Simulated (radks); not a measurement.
Neutral lead inside a hard spherical wall (all orbitals vanish at R), configuration held at [Hg] 6p2 and not refilled when levels cross. All-electron calculation, scalar-relativistic Kohn-Sham, PBE, spin-polarised, spherical densities, point nucleus; open shells are filled with parallel spins first (spin-orbit coupling, left out, can overturn this in heavy ions). Program: a radial shooting solver on a logarithmic mesh with Libxc functionals. Eigenvalues in eV for spin up, with the zero of energy where the potential of the charges vanishes at infinity; a dash marks a level that is unbound or too diffuse for the functional's potential to be trusted. A positive occupied level is held by the wall or, in an anion where self-interaction has pushed it up, behind a barrier. The pressure on the wall is -dE/dV.

| R (bohr) | E (hartree) | kinetic (hartree) | e(5p) | e(5d) | e(6s) | e(6p) | e(7s, empty) | e(6d, empty) | pressure (GPa) |
|---|---|---|---|---|---|---|---|---|---|
| free | -20881.9299 | 23611.151 | -85.703 | -21.121 | -12.391 | -3.938 | - | - | 0 |
| 10 | -20881.9291 | 23611.158 | -85.633 | -21.052 | -12.333 | -3.882 | 0.088 | 1.712 | 0.0196 |
| 7 | -20881.9123 | 23611.260 | -84.994 | -20.429 | -11.838 | -3.291 | 3.408 | 4.285 | 0.876 |
| 6 | -20881.8789 | 23611.435 | -84.239 | -19.703 | -11.260 | -2.473 | 7.018 | 6.620 | 3.62 |
| 4 | -20881.3587 | 23613.813 | -78.884 | -14.719 | -6.271 | 5.187 | 34.045 | 22.452 | 115 |
| 3.5 | -20880.7538 | 23616.412 | -75.040 | -11.185 | -1.778 | 11.800 | 54.198 | 34.005 | 341 |
| 3 | -20879.2947 | 23622.454 | -68.170 | -4.714 | 7.686 | 25.124 | 90.930 | 55.065 | 1180 |
| 2.5 | -20875.3052 | 23638.186 | -55.041 | 8.557 | 30.142 | 55.123 | 164.34 | 97.323 | 4920 |
| 2 | -20862.4274 | 23685.590 | -27.085 | 40.178 | 92.221 | 132.38 | 330.64 | 193.65 | 26900 |
| 1.5 | -20810.0818 | 23858.868 | 50.589 | 134.81 | 297.94 | 367.45 | 782.22 | 457.16 | 217000 |
